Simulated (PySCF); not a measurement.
C3H4ClNSi, SMILES Cl[Si@@H]1C=CN=C1. Geometry optimised at r2SCAN-D4/def2-SVP. The structure was generated by enumeration; whether it is a known compound was not checked.

Method: r2SCAN-D4/def2-SVP (PySCF).

Harmonic wavenumbers (cm⁻¹): 97, 139, 350, 406, 485, 577, 625, 670, 727, 779, 800, 856, 876, 940, 993, 1129, 1283, 1323, 1553, 1620, 2237, 3133, 3176, 3232. Rotational constants (GHz): 5.355, 1.586, 1.396; symmetry number 1.

Task: Work out the zero-point energy and the ideal-gas rigid-rotor harmonic-oscillator thermochemistry at 298.15 K and 1 atm.

Result: ZPE = ½ Σ hcν = ½ × 28006 cm⁻¹ = 167.51 kJ/mol. H − E(el) = 186.02 kJ/mol. Entropy in J/(mol K): translation 168.20, rotation 115.88, vibration 49.16, total 333.24. G − E(el) = 86.67 kJ/mol. Cp = 99.53 J/(mol K). Modes under 150 cm⁻¹ make the vibrational entropy uncertain.
